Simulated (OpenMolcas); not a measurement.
Fe4+: moving or changing the point charges

Fe4+ among 4 point charges of -1 e arranged as a tetrahedron (Td), 1.81 Å from the ion.

```json
{"Program": "OpenMolcas 26.06", "Method": "CASSCF", "Basis": "ANO-RCC-VDZP [5s4p2d1f]", "Scalar Hamiltonian": "DKH2, point nucleus", "Active space": "4 electrons in 5 orbitals (3d)", "State averaging": "2S+1 = 5 even, 5 roots; 2S+1 = 3 even, 45 roots; 2S+1 = 1 even, 50 roots", "Spin-orbit coupling": "state interaction with AMFI integrals over the reference wave functions"}
```

Runs around this geometry, states (labels of Td). Energies in cm-1 above the lowest state or level, χT in cm3 K/mol; under a threefold ground state the first gap can be a small split of the lowest multiplet, not the spin-orbit step.

| R (Å) | q (e) | Ground state | First state of that spin | First gap with spin-orbit (degeneracies) | χT at 300 K | First state of another spin |
| --- | --- | --- | --- | --- | --- | --- |
| 1.81 | -0.5 | 5T2 | 5E 384.1 | 144.9 (1, 3) | 1.388 | 3T1 26542 |
| 1.73 | -1 | 5T2 | 5E 934.0 | 126.2 (1, 3) | 1.577 | 3T1 26375 |
| 1.81 | -1 | 5T2 | 5E 751.9 | 132.9 (1, 3) | 1.514 | 3T1 26443 |
| 1.95 | -1 | 5T2 | 5E 524.8 | 140.7 (1, 3) | 1.434 | 3T1 26513 |

Taking the first state of the same spin as R^-n, n = -ln(524.8 / 934) / ln(1.95 / 1.73) = 4.8 between the shortest and longest distance.

Scaling the charges by -0.5 / -1 = 0.50 scales the first state of the same spin by 384.1 / 751.9 = 0.51; with fixed orbitals a first-order splitting would follow the charge.

An orbital triplet at a regular site is open to Jahn-Teller coupling, which can distort the site and quench the lowest spin-orbit gaps and is left out. Without dynamic correlation the repulsion within the d shell is too large (B by tens of per cent), so at a given field states of lower spin stand too high. The ground term spreads over less than 5000 cm-1, several times less than with real ligands, so orbital moments are less quenched and χT lies further from the spin-only value than at real sites. Point charges carry no covalency, so the field is a model and not that of real ligands. No measured value stands beside these numbers.
